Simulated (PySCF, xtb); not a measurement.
SbH2Cl, SMILES [Cl][SbH2].

Harmonic wavenumbers (cm⁻¹) from GFN2-xTB (xtb) at its own minimum, in rising order: 320, 552, 571, 837, 1550, 1622.

**Question.** What does PySCF 2.14.0 with PBE0-D3(BJ)/def2-TZVP give at its own minimum? (An estimate is asked for; the answer gives what the named calculation found.)

**Answer.** 364, 616, 638, 841, 1953, 1960. Paired by order, the mean absolute difference is 153 cm⁻¹ and the zero-point energies are 7.8 and 9.1 kcal/mol.
